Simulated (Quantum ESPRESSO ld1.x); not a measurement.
The numbers below are computed, except where a source is named.
Task: Ce20+, 38 electrons, occupied as [Kr] 4d2 (the NIST ground configuration). Code: ld1.x of Quantum ESPRESSO 7.5. Model: Dirac Kohn-Sham, LDA (Slater exchange, Perdew-Zunger correlation), spin-unpolarised, spherical densities, point nucleus; open shells fill j = l - 1/2 first.

Spin-orbit splittings of the eigenvalues, e(l+1/2) - e(l-1/2), with zeta = 2 splitting/(2l+1) and mean radii in bohr:

| shell | occ. | splitting (eV) | zeta (eV) | <r> j=l-1/2 | <r> j=l+1/2 |
|---|---|---|---|---|---|
| 2p | 6 | 446.4 | 297.6 | 0.08793 | 0.09412 |
| 3p | 6 | ? | ? | 0.2663 | 0.2782 |
| 3d | 10 | 19.33 | 7.731 | 0.2485 | 0.2522 |
| 4p | 6 | 23.28 | 15.52 | 0.6046 | 0.6246 |
| 4d | 2 | 4.686 | 1.875 | 0.6355 | 0.6413 |
| 4f | 0 | 0.9153 | 0.2615 | 0.6393 | 0.6414 |
| 5p | 0 | 8.827 | 5.885 | 1.113 | 1.140 |

Estimate the 3p splitting.

Result: 89.11 eV (zeta = 59.41 eV).
